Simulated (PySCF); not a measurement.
**C₆ coefficients of unlike pairs at BLYP**

Calculated with PySCF 2.14 from the dipole response of each species, C₆(A,B) = (3/π) ∫ α_A(iu) α_B(iu) du, in atomic units, from isotropic polarisabilities. For ions this is the dispersion term alone; charge-induced terms of lower order in 1/R come first.

| species | configuration | basis | relativity | α (bohr³) | C₆ (like pair) |
| --- | --- | --- | --- | --- | --- |
| Si | [Ne] 3s2 3p2 (3P) | aug-cc-pwCVTZ (8s7p5d3f) | none | 42.29 | 349.9 |
| S | [Ne] 3s2 3p4 (3P) | aug-cc-pV(T+d)Z with one added diffuse shell each of s, p, d, f type (7s6p5d3f) | none | 21.55 | 148.8 |
| Be(2+) | 1s2 (1S) | aug-cc-pCVQZ-DK (9s8p6d4f2g) | spin-free X2C | 0.05490 | 0.01191 |

(1) Estimate C₆ for Be(2+) with Si.

No spin-orbit coupling is included.

The other pairs:

| pair | C₆ |
| --- | --- |
| S, Si | 222.0 |
| Be(2+), S | 0.7540 |

Results:

(1) The integral gives 0.9396. The combination rule 2 C_A C_B / (C_A α_B/α_A + C_B α_A/α_B) gives 0.8656 and the geometric mean 2.041.
